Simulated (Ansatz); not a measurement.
`COCCCl` + HI → `ClCI` + `COC`  (substitution at a C–C bond)

Gas-phase electronic energies from Ansatz, PBE0-D4/def2-TZVP geometries. CBS: MP2 limit from def2 TZ/QZ plus the TZ coupled-cluster correction, frozen cores. Functionals use def2-TZVPP. B3LYP here is the variant with VWN-RPA as its local correlation; programs differ in this. def2 core potentials past Kr. For I outer-core shells are correlated without core-valence functions, which leaves a few kJ/mol of doubt a bond. One conformer a species, not always the lowest.

| level | ΔE (kJ/mol) | difference from CCSD(T)/CBS |
| --- | --- | --- |
| r2SCAN-D4 | 29.6 | 2.2 |
| PBE0-D4 | 30.2 | 2.8 |
| B3LYP-D4 | 26.3 | -1.1 |
| ωB97X-V | 34.2 | 6.8 |
| ωB97M-V | 33.2 | 5.8 |
| r2SCAN | 28.7 | 1.3 |
| B3LYP | 25.2 | -2.2 |
| HF/def2-TZVPP | 38.7 | 11.3 |
| MP2/def2-TZVPP | 27.7 | 0.3 |
| CCSD/def2-TZVPP | 35.8 | 8.4 |
| CCSD(T)/def2-TZVPP | 33.8 | 6.4 |
| HF/def2-QZVPP | 37.9 | 10.5 |
| SCS-MP2/def2-QZVPP | 24.3 | -3.1 |
| HF/CBS(def2) | 37.8 | 10.4 |
| MP2/CBS(def2) | 21.3 | -6.1 |
| CCSD/CBS(def2) | 29.5 | 2.1 |
| CCSD(T)/CBS | 27.4 | 0 |

Largest T1 diagnostic among the species: 0.010.

From PBE to PBE0 (25 % exact exchange), in def2-TZVPP and without D4, ΔE moves by +6.4 kJ/mol. In def2-TZVPP, CCSD(T) changes the Hartree–Fock value by −4.9 kJ/mol (the triples alone add −2.1 kJ/mol) and MP2 by −11.0 kJ/mol.
